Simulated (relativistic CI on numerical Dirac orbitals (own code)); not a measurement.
## Fe2+ in a cubic cluster: L2,3 absorption with charge transfer

Computed with a charge-transfer multiplet model of a cubic metal-ligand cluster with up to 2 ligand holes, Slater and spin-orbit integrals from Dirac-Coulomb-Breit ions, Slater integrals scaled by 0.7. The parameters are those of a tetrahedral site (10Dq negative, t2 hopping the larger). The ground state mixes d6 with configurations of k ligand holes L, whose averages lie at kΔ + k(k − 1)U_dd/2; a core hole lowers each added d electron by U_cd. 300 K, Lorentzian 0.4 eV and Gaussian 0.3 eV FWHM.

Atomic integrals in eV (Slater integrals scaled, ζ unscaled), ground: F2dd 7.632, F4dd 4.739, zeta_d 0.049; with the core hole: F2dd 8.202, F4dd 5.098, zeta_d 0.067, zeta_core 8.135, F2cd 4.777, G1cd 3.552, G3cd 2.018.

Cluster parameters (eV): U_dd = 5.6, U_cd = 7.2, 10Dq = -0.4, 10Dq(ligand) = 0, V(eg) = 1.5, V(t2g) = -2.55, final-state hopping factor = 0.8.

| Case | n_d | d6 | d7L | d8L2 | S |
| --- | --- | --- | --- | --- | --- |
| Δ = 0.7 eV | 6.61 | 0.46 | 0.47 | 0.07 | 1.99 |
| Δ = 2.7 eV | 6.44 | 0.60 | 0.36 | 0.04 | 2.00 |
| Δ = 3.7 eV | 6.37 | 0.66 | 0.31 | 0.03 | 2.00 |
| Δ = 5.7 eV | 6.26 | 0.75 | 0.23 | 0.01 | 2.00 |
| Δ = 6.7 eV | 6.22 | 0.79 | 0.20 | 0.01 | 2.00 |

Weights, n_d and S are thermal averages at 300 K. Photon energies count from the first peak over 30 % of the highest in each spectrum, which can be another peak from case to case. The parameters are a model scan and need not match a compound or its usual spin state. Peaks in eV (height, largest 100):
- Δ = 0.7 eV: -1.8 (14), 0.0 (100), 11.1 (9), 12.1 (21), 12.8 (28)
- Δ = 2.7 eV: -1.9 (13), 0.0 (100), 11.0 (10), 12.0 (24), 12.8 (29)
- Δ = 3.7 eV: -2.0 (13), 0.0 (100), 1.7 (26), 11.1 (11), 11.9 (26), 12.9 (29), 14.4 (9)
- Δ = 5.7 eV: -2.0 (13), 0.0 (100), 2.0 (28), 11.1 (12), 11.9 (29), 12.6 (31), 12.9 (31), 14.6 (11)
- Δ = 6.7 eV: -1.9 (13), 0.0 (100), 2.1 (29), 3.2 (12), 11.2 (12), 12.0 (30), 12.7 (31), 13.1 (31), 14.7 (11)

Curve for Δ = 0.7 eV (points under 2 left out, the grid thinned):

```json
{"E (eV)": "-2.7", "Intensity": "2.2"}
{"E (eV)": "-2.4", "Intensity": "3.5"}
{"E (eV)": "-2.0", "Intensity": "10.6"}
{"E (eV)": "-1.7", "Intensity": "13.8"}
{"E (eV)": "-1.4", "Intensity": "12.3"}
{"E (eV)": "-1.1", "Intensity": "19.2"}
{"E (eV)": "-0.7", "Intensity": "42.0"}
{"E (eV)": "-0.4", "Intensity": "61.9"}
{"E (eV)": "-0.1", "Intensity": "94.1"}
{"E (eV)": "0.2", "Intensity": "85.7"}
{"E (eV)": "0.6", "Intensity": "47.4"}
{"E (eV)": "0.9", "Intensity": "36.4"}
{"E (eV)": "1.2", "Intensity": "27.9"}
{"E (eV)": "1.6", "Intensity": "17.7"}
{"E (eV)": "1.9", "Intensity": "12.4"}
{"E (eV)": "2.2", "Intensity": "11.0"}
{"E (eV)": "2.5", "Intensity": "10.3"}
{"E (eV)": "2.9", "Intensity": "8.1"}
{"E (eV)": "3.2", "Intensity": "6.7"}
{"E (eV)": "3.5", "Intensity": "5.6"}
{"E (eV)": "3.8", "Intensity": "4.4"}
{"E (eV)": "4.2", "Intensity": "4.1"}
{"E (eV)": "4.5", "Intensity": "3.9"}
{"E (eV)": "4.8", "Intensity": "3.4"}
{"E (eV)": "5.2", "Intensity": "3.1"}
{"E (eV)": "5.5", "Intensity": "3.1"}
{"E (eV)": "5.8", "Intensity": "3.0"}
{"E (eV)": "6.1", "Intensity": "3.2"}
{"E (eV)": "6.5", "Intensity": "2.8"}
{"E (eV)": "6.8", "Intensity": "2.0"}
{"E (eV)": "10.7", "Intensity": "3.7"}
{"E (eV)": "11.0", "Intensity": "8.0"}
{"E (eV)": "11.4", "Intensity": "7.6"}
{"E (eV)": "11.7", "Intensity": "11.1"}
{"E (eV)": "12.0", "Intensity": "19.7"}
{"E (eV)": "12.4", "Intensity": "22.0"}
{"E (eV)": "12.7", "Intensity": "27.8"}
{"E (eV)": "13.0", "Intensity": "25.1"}
{"E (eV)": "13.3", "Intensity": "18.5"}
{"E (eV)": "13.7", "Intensity": "12.9"}
{"E (eV)": "14.0", "Intensity": "8.4"}
{"E (eV)": "14.3", "Intensity": "6.6"}
{"E (eV)": "14.6", "Intensity": "4.8"}
{"E (eV)": "15.0", "Intensity": "2.6"}
{"E (eV)": "15.3", "Intensity": "2.0"}
```

For the case Δ = 3.7 eV, Δ = 3.7 eV is smaller than U_dd = 5.6 eV, the charge-transfer side of the Zaanen-Sawatzky-Allen scheme. With the core hole the configuration with one ligand hole lies at Δ + U_dd − U_cd = -0.9, 1.1, 2.1, 4.1, 5.1 eV from the one without, in the order of the table; where this is negative the screened configuration lies lower, though the effective hopping of about 3.5 eV (from the holes of the mixed ground state) mixes the two strongly wherever it is as large as the gap.
